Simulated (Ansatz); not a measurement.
AlSn28H36, a doped nanocrystal cut from the lattice of tin (Al on a surface site). Total charge 0; doublet. Geometry PBE-D4/def2-SVP; atoms count from 1.

```xyz
65

Sn   -4.738    2.017    1.785
Sn   -1.141    5.062    1.730
Sn   -0.468    0.646    2.821
Sn   -3.931   -2.430    2.793
Sn   -2.416   -0.661   -1.181
Sn   -1.629   -5.125   -0.277
Sn    3.140    3.539    2.642
Sn    1.056    2.305   -1.325
Sn    5.269    0.732   -0.494
Sn    1.830   -2.065   -0.025
Sn   -0.019   -3.221   -4.186
Al    2.916   -0.473   -4.506
Sn   -5.766   -0.296    3.037
Sn    1.345    5.706    2.905
Sn   -1.571   -1.619    4.103
Sn    1.933    1.438    4.085
Sn   -2.293    2.797    2.965
Sn   -4.371    1.367   -0.932
Sn   -0.643    4.539   -0.994
Sn   -0.001    0.092    0.085
Sn    0.830   -4.523    0.960
Sn   -3.436   -2.981    0.066
Sn   -2.021   -1.255   -3.915
Sn   -1.034   -5.596   -2.997
Sn    4.367   -1.439    1.053
Sn    3.520    2.913   -0.089
Sn    1.554    1.777   -4.062
Sn    5.313   -0.262   -3.148
Sn    2.366   -2.532   -2.761
H    -5.900    3.311    1.925
H    -2.232    6.414    1.898
H    -4.582   -3.855    3.562
H    -2.287   -6.594    0.399
H     4.661    3.956    3.390
H     6.909    1.140   -0.053
H     0.364   -3.508   -5.863
H     3.006   -1.080   -5.994
H    -6.062    0.008    4.724
H    -7.289   -0.723    2.317
H     1.140    6.085    4.590
H     1.979    7.131    2.136
H    -1.958   -1.192    5.744
H    -0.404   -2.905    4.170
H     1.531    2.014    5.677
H     2.991    0.076    4.288
H    -2.595    3.156    4.647
H    -3.924    2.755   -1.874
H    -5.862    0.752   -1.587
H    -2.126    4.312   -1.870
H     0.154    5.922   -1.687
H     0.675   -4.444    2.688
H     1.998   -5.759    0.595
H    -4.945   -3.423   -0.695
H    -3.496   -1.929   -4.545
H    -1.663    0.167   -4.841
H    -2.448   -6.075   -3.893
H     0.132   -6.877   -3.146
H     4.264   -1.112    2.755
H     5.387   -2.832    0.844
H     4.224    4.316   -0.855
H     2.476    3.185   -4.509
H     0.026    1.967   -4.869
H     6.232    0.836   -4.160
H     6.234   -1.741   -3.102
H     3.431   -3.904   -2.941
```

In the def2 sets Sn takes a core potential; there is no spin–orbit coupling. Single mean-field runs in def2-SVP are fitted with def2-universal-jkfit.

Question: Estimate the Mulliken populations of the heavy atoms from the PBE0/def2-SVP orbitals of Ansatz.

Answer: 
```json
{"atom": "Sn1", "charge (e)": "0.03", "spin (α − β)": "0.00"}
{"atom": "Sn2", "charge (e)": "0.04", "spin (α − β)": "0.00"}
{"atom": "Sn3", "charge (e)": "-0.13", "spin (α − β)": "0.00"}
{"atom": "Sn4", "charge (e)": "0.03", "spin (α − β)": "0.00"}
{"atom": "Sn5", "charge (e)": "-0.13", "spin (α − β)": "0.00"}
{"atom": "Sn6", "charge (e)": "0.04", "spin (α − β)": "0.00"}
{"atom": "Sn7", "charge (e)": "0.03", "spin (α − β)": "0.00"}
{"atom": "Sn8", "charge (e)": "-0.11", "spin (α − β)": "0.00"}
{"atom": "Sn9", "charge (e)": "0.05", "spin (α − β)": "0.01"}
{"atom": "Sn10", "charge (e)": "-0.12", "spin (α − β)": "0.00"}
{"atom": "Sn11", "charge (e)": "0.04", "spin (α − β)": "0.13"}
{"atom": "Al12", "charge (e)": "0.10", "spin (α − β)": "0.20"}
{"atom": "Sn13", "charge (e)": "0.15", "spin (α − β)": "0.00"}
{"atom": "Sn14", "charge (e)": "0.15", "spin (α − β)": "0.00"}
{"atom": "Sn15", "charge (e)": "0.17", "spin (α − β)": "0.00"}
{"atom": "Sn16", "charge (e)": "0.16", "spin (α − β)": "0.00"}
{"atom": "Sn17", "charge (e)": "0.05", "spin (α − β)": "0.00"}
{"atom": "Sn18", "charge (e)": "0.17", "spin (α − β)": "0.00"}
{"atom": "Sn19", "charge (e)": "0.17", "spin (α − β)": "0.00"}
{"atom": "Sn20", "charge (e)": "-0.11", "spin (α − β)": "0.00"}
{"atom": "Sn21", "charge (e)": "0.17", "spin (α − β)": "0.01"}
{"atom": "Sn22", "charge (e)": "0.04", "spin (α − β)": "0.00"}
{"atom": "Sn23", "charge (e)": "0.17", "spin (α − β)": "0.00"}
{"atom": "Sn24", "charge (e)": "0.16", "spin (α − β)": "0.07"}
{"atom": "Sn25", "charge (e)": "0.17", "spin (α − β)": "0.00"}
{"atom": "Sn26", "charge (e)": "0.05", "spin (α − β)": "0.00"}
{"atom": "Sn27", "charge (e)": "0.12", "spin (α − β)": "-0.02"}
{"atom": "Sn28", "charge (e)": "0.08", "spin (α − β)": "0.20"}
{"atom": "Sn29", "charge (e)": "-0.02", "spin (α − β)": "0.32"}
```
Mulliken values and Mayer orders depend strongly on the basis.

Question: Where does the spin sit?

Answer: Summed by element: Sn 0.70, Al 0.20, H 0.10, of 1 unpaired in all. Largest on single atoms: Sn29 0.32, Al12 0.20, Sn28 0.20.

Question: And the Mayer bond orders between bonded heavy atoms (over 0.3)?

Answer: Sn1–Sn13 0.87 (2.82 Å); Sn1–Sn17 0.85 (2.82 Å); Sn1–Sn18 0.86 (2.82 Å); Sn2–Sn14 0.87 (2.82 Å); Sn2–Sn17 0.85 (2.83 Å); Sn2–Sn19 0.86 (2.82 Å); Sn3–Sn15 0.85 (2.83 Å); Sn3–Sn16 0.85 (2.83 Å); Sn3–Sn17 0.86 (2.83 Å); Sn3–Sn20 0.85 (2.83 Å); Sn4–Sn13 0.87 (2.82 Å); Sn4–Sn15 0.86 (2.82 Å); Sn4–Sn22 0.85 (2.83 Å); Sn5–Sn18 0.86 (2.83 Å); Sn5–Sn20 0.85 (2.83 Å); Sn5–Sn22 0.85 (2.83 Å); Sn5–Sn23 0.85 (2.83 Å); Sn6–Sn21 0.86 (2.82 Å); Sn6–Sn22 0.85 (2.82 Å); Sn6–Sn24 0.86 (2.82 Å); Sn7–Sn14 0.87 (2.83 Å); Sn7–Sn16 0.86 (2.82 Å); Sn7–Sn26 0.85 (2.83 Å); Sn8–Sn19 0.86 (2.83 Å); Sn8–Sn20 0.84 (2.83 Å); Sn8–Sn26 0.86 (2.82 Å); Sn8–Sn27 0.83 (2.83 Å); Sn9–Sn25 0.86 (2.81 Å); Sn9–Sn26 0.85 (2.83 Å); Sn9–Sn28 0.85 (2.83 Å); Sn10–Sn20 0.85 (2.83 Å); Sn10–Sn21 0.84 (2.83 Å); Sn10–Sn25 0.85 (2.83 Å); Sn10–Sn29 0.85 (2.83 Å); Sn11–Sn23 0.86 (2.82 Å); Sn11–Sn24 0.84 (2.84 Å); Sn11–Sn29 0.78 (2.86 Å); Al12–Sn27 0.87 (2.67 Å); Al12–Sn28 0.68 (2.76 Å); Al12–Sn29 0.61 (2.75 Å).
